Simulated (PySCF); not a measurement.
**Relaxation of doublet PdS₂⁺**

Computed with UPBE in PySCF with Pd def2-SVP with ECP28, S def2-SVP; scalar-relativistic core potentials, no spin–orbit coupling; density-fitted integrals. A (50,194) grid was used.

A hand-made linear start, of D∞h symmetry, held to at least that symmetry:

Coordinates in bohr (charge 1 multiplicity 2):
```
Pd    0.0000    0.0000    0.0000
S     0.0000    0.0000    3.9076
S     0.0000    0.0000   -3.9076
```

(1) What does it relax to?

(2) How much energy is released, and in how many steps?

## Answers

(1) It ends at D∞h with Pd–S 2.127 Å (×2); S–Pd–S 180.0° (after a last refinement on a finer grid). A frequency run shows 2 imaginary modes (one degenerate set), down to 87i cm⁻¹, so it is a higher-order saddle point.

(2) 7.4 kJ/mol in 3 steps.

Open d and f shells are described by one determinant, and the ground state may have another occupation or spin.

The relaxation took of the order of 17 core-seconds on a shared host.
